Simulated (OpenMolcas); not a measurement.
## What dynamic correlation does to the levels of Cr

- Program: OpenMolcas
- Basis: ANO-RCC-VTZP [6s5p3d2f1g]
- Scalar Hamiltonian: DKH2, point nucleus
- Active space: 6 electrons in 11 orbitals (3d 4s 4d)
- State averaging: 2S+1 = 7 even, 1 root; 2S+1 = 5 even, 6 roots kept (CI in the orbitals of an earlier block)
- Spin-orbit coupling: RASSI with atomic mean-field integrals over the reference wave functions, term energies averaged over their components

Methods on the same reference wave functions:
A. CASSCF
B. SS-CASPT2, IPEA 0.25 Eh, imaginary shift 0.1 Eh (closed shells correlated: 3s 3p)

Energies in cm-1 above 3d5 4s 7S3, the measured ground level; measured values from NIST Handbook of Basic Atomic Spectroscopic Data.

| Level | A | B | Measured |
| --- | --- | --- | --- |
| 3d5 4s 7S3 | 0.0 | 0.0 | 0.0 |
| 3d5 4s 5S2 | 11579 | 7443 | 7593 |
| 3d4 4s2 5D0 | 16501 | 10218 | 7751 |
| 3d4 4s2 5D1 | 16564 | 10281 | 7811 |
| 3d4 4s2 5D2 | 16692 | 10409 | 7927 |
| 3d4 4s2 5D3 | 16883 | 10600 | 8095 |
| 3d4 4s2 5D4 | 17137 | 10854 | 8308 |

Deviations, from unrounded energies. A percentage is the sum of absolute deviations over the sum of measured energies, with the sign that they share, or ± where signs differ.

| Against measurement | Levels | A | B |
| --- | --- | --- | --- |
| mean absolute deviation (cm-1) | 6 | 8000 | 2100 |
| other terms of the ground configuration (%) | 1 | +52.5 | -2.0 |
| other configurations (%) | 5 | +110.0 | +31.3 |

B lies closest to measurement on these levels. The largest miss of B in the table is 3d4 4s2 5D4, by +2500 cm-1. The ranking rests on the paired levels alone, and a cruder setting can come out closer through cancelling errors.

The lowest spin-free term lies below A's lowest term by 0.402 hartree in B.

Terms from blocks run as CI alone lack orbitals of their own. Active for correlation alone: 4d; no level in the range computed is led by a configuration that fills it, so any true level of that kind is missing. Without dynamic correlation excited terms often stand tens of per cent too high (terms of higher spin than the ground term too low), and those without a measured partner can miss by more than the paired ones (holds for A). Measured partners are found by configuration, term and J. A level has none where our copy of the source lacks it or the pairing is in doubt (some pairs that miss far off the trend of their configuration count as doubtful), and it then counts in no deviation. Levels of configurations outside the active space are missing.
